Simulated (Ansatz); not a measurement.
Basis-set extrapolation for CH8O4Si2, SMILES `C[SiH](O)[Si](O)(O)O` (PBE0-D4/def2-TZVP geometry, frozen core, Ansatz 0.2.0). Multiplicity 1, RHF reference.

```tsv
	def2-TZVPP	def2-QZVPP
HF	-920.253784	-920.289108
MP2 correlation	-1.375571	-1.485944
CCSD(T) correlation	-1.466025	not run
```

Energies in hartree. Use E(X) = E(∞) + A·exp(−7.88·√X) for Hartree–Fock and E(X) = E(∞) + B·X^(−2.97) for correlation, with X = 3 and 4, and add CCSD(T) minus MP2 of the smaller set to the MP2 limit.

Q: What is the CCSD(T) energy at the basis-set limit?

A: HF limit: -920.289108 + (-0.035324) × 0.13774 = -920.29397. MP2 limit: -1.485944 + (-0.110373) × 0.74074 = -1.56770. Higher-order term: -1.466025 − (-1.375571) = -0.09045. Total: -921.95212 hartree, 145.8 kcal/mol below CCSD(T)/def2-TZVPP.
